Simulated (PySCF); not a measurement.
MgCl, optimised at PBE0/def2-TZVP:

```xyz
2

Mg     0.0031    -0.8147     0.7470
Cl    -0.0031     0.8147    -0.7470
```

Method: PySCF energies (xtb for GFN2) plus ideal-gas RRHO corrections (1 bar). 6-31G* has spherical d functions here. Open shells (unrestricted): MgCl (multiplicity 2). GFN2 has no spin-polarisation term. B3LYP is the form with VWN-RPA correlation.

Problem. List the harmonic frequencies (cm⁻¹, unscaled) at this level and at the other levels, each on its own geometry.

Solution. 
- PBE0/def2-TZVP: 454
- B3LYP/6-31G*: 441
- GFN2-xTB: 384
- HF/6-31G*: 456
- PBE/def2-SVP: 448
